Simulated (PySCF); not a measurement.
**Fractional electron number in Pr⁺ (praseodymium, charge +1)**

The 6s alpha orbital of [Xe] 4f3 6s1 is emptied in steps (occupation f), with all orbitals relaxed, ending at [Xe] 4f3. Calculation: PySCF 2.14, in def2-SVP with the def2 core potential (28 electrons); a scalar-relativistic core potential. The exact energy is a straight line in f; departures are measured from the line between the end points of the same method.

```
  f  PBE0 (eV)  r2SCAN (eV)  LC-wPBE (eV)
  1      0.000        0.000         0.000
0.8     -0.285       -0.334         0.013
0.6     -0.428       -0.498         0.017
0.4     -0.430       -0.501         0.011
0.2     -0.286       -0.293         0.003
  0      0.000        0.000         0.000
```

Task: For r2SCAN, how does the orbital energy at f = 1 compare with the removal energy?

Result: −ε = 8.486 eV against a total-energy difference of 10.592 eV. By Janak's theorem ε = ∂E/∂f, so the gap between them reflects the curvature. Along the path −ε is 9.353 (f = 0.8), 10.184 (f = 0.6), 10.948 (f = 0.4), 11.795 (f = 0.2) eV.

```
 method  E(f=0) − E(f=1) (eV)  −ε at f=1 (eV)  −ε at f=0.4 (eV)
   PBE0                10.683           8.909            11.035
 r2SCAN                10.592           8.486            10.948
LC-wPBE                10.440          10.528            10.400
```

Reference removal energy between the ground levels: 10.631 ± 0.02 eV (semi-empirical (NIST evaluation); NIST Atomic Spectra Database, ionization energies). The calculation has no spin-orbit coupling.
